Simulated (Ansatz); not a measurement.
Geometry optimisation, UKS PBE-D4/def2-SVP (Ansatz).

input.yaml

```yaml
crystal:
  periodic: [false, false, false]
  atoms:
    - { symbol: Sn, position_ang: [0.000453, 0.0, -0.254842] }
    - { symbol: Cl, position_ang: [0.000497, 0.0, 3.354925] }
    - { symbol: H, position_ang: [1.638435, 0.0, -0.847283] }
    - { symbol: H, position_ang: [-0.818541, 1.418521, -0.847302] }
    - { symbol: H, position_ang: [-0.818541, -1.418521, -0.847302] }
    - { symbol: H, position_ang: [-0.000504, 0.0, 4.693604] }
magnetization:
  spin_polarized: true
  initial_magnetization: 1
basis:
  gaussian: { orbitals: def2-SVP }
hamiltonian:
  xc: pbe
  dispersion: d4
relax:
  f_tol: 0.03
  max_steps: 50
output:
  orbitals: {}
```

Command:

```bash
$ ansatz run input.yaml --threads 1 --pin off --max-ram 2048MiB --backend cpu --events-out ev --progress --plain --runs-dir out
```

Task: Where does it end, and by what steps?

Result: The run converged. After 3 steps the energy has fallen by 0.018 eV; Cl2 moved furthest, 0.04 Å.

| step | energy less start (eV) | largest force component (eV/Å) | accepted |
| --- | --- | --- | --- |
| 0 | 0.0000 | 0.943 | yes |
| 1 | -0.0142 | 0.400 | yes |
| 2 | -0.0173 | 0.096 | yes |
| 3 | -0.0179 | 0.005 | yes |

```xyz
6
Properties=species:S:1:pos:R:3
Sn 0.000 0.000 -0.262
Cl 0.002 0.000 3.396
H 1.637 0.000 -0.860
H -0.818 1.417 -0.860
H -0.818 -1.417 -0.860
H -0.001 0.000 4.697
```

Whether the end is a true minimum wasn't checked by a vibrational analysis.

Time of the run: 16 s on 1 thread of Intel(R) Xeon(R) Platinum 8259CL CPU @ 2.50GHz (Skylake/Cascade Lake) (shared host), peak memory 0.14 GiB.
